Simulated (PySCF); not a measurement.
PySCF 2.14 output of an unrestricted B97-3 calculation on a single atom or ion in x2c-TZVPPall, with scalar relativity by spin-free X2C-1e:

```
SCF conv_tol = 1e-09
number electrons alpha = 24  beta = 18
    T. W. Keal and D. J. Tozer.,  J. Chem. Phys. 123, 121103 (2005)
cycle= 1 E= -4284.37750483395  delta_E= -0.00784  |g|= 0.0299  |ddm|= 0.243
cycle= 2 E= -4284.37771208576  delta_E= -0.000207  |g|= 0.00986  |ddm|= 0.0816
cycle= 3 E= -4284.37769614556  delta_E= 1.59e-05  |g|= 0.00744  |ddm|= 0.0875
cycle= 4 E= -4284.37757408133  delta_E= 0.000122  |g|= 0.0008  |ddm|= 0.0461
cycle= 5 E= -4284.37757232734  delta_E= 1.75e-06  |g|= 0.000298  |ddm|= 0.00744
cycle= 6 E= -4284.37757202473  delta_E= 3.03e-07  |g|= 2.33e-05  |ddm|= 0.00191
cycle= 7 E= -4284.37757202453  delta_E= 2.02e-10  |g|= 3.17e-06  |ddm|= 0.000106
converged SCF energy = -4284.37757202453  <S^2> = 12.000583  2S+1 = 7.0001665
```

The run itself started from symmetry-adapted Hartree-Fock orbitals and held the occupation by maximum overlap, on a logarithmic radial grid, so the iterations belong to that start.

Q: Which element, charge and spin multiplicity is this?

A: Tc⁺ (technetium, charge +1), multiplicity 7; the state was [Kr] 4d4 5s1 5p1, one real determinant (an excited configuration).

⟨L²⟩ = 8.01 against 12 for a pure F term, so this real determinant mixes terms.
